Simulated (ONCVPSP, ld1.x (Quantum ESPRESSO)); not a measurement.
**Potentials for zinc (Zn) compared**

Generated with ld1.x 7.5 (TM, RRKJ, ultrasoft, PAW), atompaw 4.2 or ONCVPSP 4.0.1. The cutoff is in Ry: for ld1.x and atompaw files where the sum of valence levels is converged to 10 mRy in a Bessel basis, for ONCV files where the hardest occupied wave has 1 mHa per electron of residual kinetic energy. The error is the largest all-electron minus pseudo excitation energy over each file’s own four to seven test configurations (ionisations up to +4, promotions, holes and added fractions of an electron), all of which were solved. The labels leave out finer settings (local radius, basis sizes, second energies), which also bear on the numbers. Spin-polarised tests are not counted. The rows are a selection from randomly drawn settings: files with unsolved tests, undetermined cutoffs or missed reference levels are left out.

A true bound ghost makes a file unfit for plane-wave use even where its test errors are small: the radial tests pick states by their node count and pass the ghost by.

| potential | cutoff (Ry) | largest error (meV) | bound ghosts |
| --- | --- | --- | --- |
| ONCV, revPBE, scalar-relativistic, rc 1.00/1.10/1.20 (spd), local smoothed, core correction yes, reference 3s2 3p6 3d10 4s1, qcut 11.6/15.3/14, projectors 2/2/1 | 149 | -16 | none |
| PAW, PBE, scalar-relativistic, rc 1.10/1.20/1.16 (spd), local smoothed, core correction yes, reference 3s2 3p6 3d10 4s1.5 4p0 | 110 | -4.9 | none |
| ONCV, PBE, scalar-relativistic, rc 1.30/0.95/1.50 (spd), local smoothed, core correction yes, reference 3s2 3p6 3d10 4s2, qcut 10.3/12.5/10.2, projectors 2/2/2 | 95 | +501 | none |
| ONCV, PBE, scalar-relativistic, rc 1.80/1.50/0.75 (spd), local smoothed, core correction no, reference 3d10 4s2, qcut 3.9/6.1/12.7, projectors 2/3/2 | 601 | +162 | s, p |

**Question.** Fill in the row for Zn: ONCV, PBEsol, fully relativistic, rc 1.00/0.80/1.50 (spd), local smoothed, core correction yes, reference 3s2 3p6 3d10 4s0.5, qcut 14.9/18.3/10.1, projectors 2/2/2.

**Answer.** cutoff 196 Ry, largest error +166 meV, bound ghosts: none.
